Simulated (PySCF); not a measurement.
Compounds:

A. `InChI=1S/C3H10OSi4/c4-2-1-3-8(6)7-5/h2,8H,7H2,5-6H3/t8-/m1/s1`
B. `InChI=1S/C5H3F3NP/c6-5(7,8)4-9-2-1-3-10-4/h1-3H`
C. SMILES COC1=CP(C)C=C1

Spectrum 1. $^{1}$H NMR (400 MHz, computed): δ 7.10 (m, 1H), 6.89 (m, 1H), 5.10 (m, 1H), 3.87 (s, 3H), 1.32 (m, 3H). $^{13}$C{$^{1}$H} NMR (computed): δ 172.5 (C), 151.0 (CH), 141.7 (CH), 104.4 (CH), 57.4 (CH3), 14.9 (CH3).

Spectrum 2. $^{1}$H NMR (400 MHz, computed): δ 9.91 (m, 1H), 9.21 (m, 1H), 7.83 (m, 1H). $^{13}$C{$^{1}$H} NMR (computed): δ 193.2 (C), 176.9 (CH), 150.4 (CH), 132.6 (C), 130.0 (CH).

Spectrum 3. $^{1}$H NMR (400 MHz, computed): δ 9.47 (s, 1H), 4.53 (m, 1H), 3.67 (d, 3H), 3.65 (m, 3H), 3.60 (m, 1H), 3.42 (m, 1H). $^{13}$C{$^{1}$H} NMR (computed): δ 181.2 (CH), 115.0 (C), 107.1 (C).

Rapidly exchanging positions averaged, a single conformation, no relativistic terms, isolated molecule. GIAO PBE0/pcSseg-1 shieldings; GFN2-xTB structure; PySCF 2.14.0 with density-fitted response routines.

Referencing at the same level of theory: TMS for $^{1}$H (σ = 31.72 ppm), $^{13}$C (σ = 186.93 ppm). Splittings of carbon signals by F and P are missing where no couplings were computed. Where no couplings were computed, multiplicities follow the n + 1 count of equivalent neighbours, and m marks all less simple cases (inequivalent or close neighbours, rings, F or P nearby). Shifts are as computed. Against solution values, carbons near 30 ppm lie about +3 ppm off and those near 130 ppm about +5 ppm. Of 1211 compounds with measured shifts, 218 miss one by over three times the rms of a fit or turn the order of signals round; such compounds aren't used in these exercises.

Match each spectrum to its structure.

## Answers

1–C, 2–B, 3–A.

- Spectrum 1 (C): 6 $^{13}$C signals; δC 57.4 is a methyl carbon bonded to O; δH 3.87 is the hydrogen on a methyl carbon bonded to O.
- Spectrum 2 (B): 5 $^{13}$C signals; δC 150.4 is an aromatic CH next to a ring nitrogen; δC 132.6 is a CF3 carbon.
- Spectrum 3 (A): 3 $^{13}$C signals; δC 181.2 is an aldehyde carbonyl carbon; δH 9.47 is the hydrogen on an aldehyde carbonyl carbon.
